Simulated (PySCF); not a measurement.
# Core-level binding energies of (NaNH2)2 ring

Compound: (NaNH2)2 ring, H4N2Na2.
Bonds: Na1–N2, Na1–N4, N2–Na3, Na3–N4. Hydrogens: H5, H6 on N2; H7, H8 on N4.

Level of theory: delta-SCF UKS SCAN, pcX-2 on the ionised atom, pcseg-1 elsewhere, spin-free X2C in PySCF 2.14.0. These are vertical core ionisation energies against the vacuum level, from separate self-consistent calculations with and without the core hole.

Task: List the computed XPS lines with their assignment.

Result: 
| atom(s) | bonded to | level | binding energy (eV) | count |
| --- | --- | --- | --- | --- |
| Na1/Na3 | 2 N | Na 1s | 1076.82 | 2 |
| N2/N4 | 2 H and 2 Na | N 1s | 401.64 | 2 |

Task: What is the longest wavelength that can ionise N 1s of N2 (atom 2)/N4 vertically?

Result: λ = hc/E = 12398.42 eV Å / 401.64 eV = 30.869 Å.

Task: Give the binding energy of N 1s of N2/N4 in hartree and in kJ/mol.

Result: 401.64 eV = 14.7600 Eh = 38752 kJ/mol.

Atoms equivalent by their bonding share one computed value, that of the first of them. The structure is a single PBE0-D3(BJ)/def2-SVP conformer in the gas phase; no vibrational or solvent corrections.

Time: 4.9 s of wall time. Hardware: an x86-64 server with one thread, on a shared host.
